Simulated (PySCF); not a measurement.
## Distorted geometries of [Eu(NH2)4]−

[Eu(NH2)4]− (singlet in the valence; each metal's 4f electrons, 6 of them, lie in its core potential, out of spins and levels). PySCF 2.14.0, RKS PBE0, Eu lcecp-1-SVP with ECP52, N def2-SVP, H def2-SVP; non-relativistic Hamiltonian with scalar-relativistic core potentials where named; density fitting; no spin-orbit coupling. Relaxed geometry:

```xyz
13

Eu    0.0000    0.0000    0.0000
N     1.3733    1.3498    1.2435
H     2.2376    1.0296    1.6844
H     1.3327    2.3526    1.4266
N    -1.3733   -1.2435    1.3498
H    -1.3327   -1.4267    2.3527
H    -2.2376   -1.6843    1.0295
N     1.3733   -1.3498   -1.2435
H     1.3327   -2.3526   -1.4266
H     2.2376   -1.0296   -1.6844
N    -1.3733    1.2435   -1.3498
H    -2.2376    1.6843   -1.0295
H    -1.3327    1.4267   -2.3527
```

Task: Order these distorted geometries by energy above the relaxed one, lowest first.
A.
```xyz
13

Eu    0.0099    0.0284    0.0149
N     1.3462    1.3878    1.2675
H     2.2880    1.0459    1.6813
H     1.3070    2.3711    1.4275
N    -1.4016   -1.2617    1.3900
H    -1.3643   -1.4426    2.3696
H    -2.2320   -1.7034    0.9879
N     1.3408   -1.3901   -1.2666
H     1.3183   -2.3912   -1.4439
H     2.2438   -0.9839   -1.6320
N    -1.3714    1.3049   -1.3389
H    -2.2348    1.6745   -1.0198
H    -1.2500    1.3602   -2.4376
```
B.
```xyz
13

Eu   -0.0156   -0.0118   -0.0012
N     1.3975    1.3571    1.2762
H     2.2089    1.0373    1.6449
H     1.3505    2.3321    1.4081
N    -1.3974   -1.2584    1.3870
H    -1.3119   -1.4274    2.3689
H    -2.2631   -1.7020    1.0593
N     1.3604   -1.3657   -1.2263
H     1.3882   -2.3577   -1.4313
H     2.2450   -1.0444   -1.7108
N    -1.3619    1.2910   -1.3855
H    -2.2569    1.7419   -0.9838
H    -1.3438    1.4081   -2.4055
```
C.
```xyz
13

Eu    0.3779   -0.1619    0.3248
N     1.3363    1.3932    1.0758
H     2.0379    0.8810    1.7398
H     1.4208    2.5135    1.3062
N    -1.5800   -1.2912    1.2897
H    -1.4258   -1.5766    2.3503
H    -2.0727   -1.7721    0.9906
N     1.4384   -1.4555   -1.4571
H     1.4974   -2.1944   -1.3528
H     2.2601   -1.2336   -1.7687
N    -1.6797    1.6912   -1.3564
H    -2.1785    1.6873   -0.9511
H    -1.4321    1.5193   -2.1910
```

Result: B (0.34 eV), A (0.40 eV), C (19.32 eV).

Task: Which forces (eV/Å) act in the one that lies 19.32 eV up?

Result: 
```
Eu   -5.43  -4.04  -4.50
N     4.10   6.62   4.24
H    -0.95   1.27  -1.04
H    -0.14  -3.86  -0.68
N    22.32  19.39  15.01
H    -0.71   0.69  -2.70
H   -20.27 -19.68 -12.23
N    -7.98  29.01  -0.41
H     1.44 -31.01   4.30
H     6.45   2.53  -2.79
N    52.02   1.74 -32.11
H   -51.91  -0.91  40.34
H     1.06  -1.74  -7.43
```
Forces carry noise of the integration grid, about 0.01 to 0.03 eV/Å.

An lcecp potential fixes the number of 4f electrons, so in runs with it no electron can move into or out of that shell.
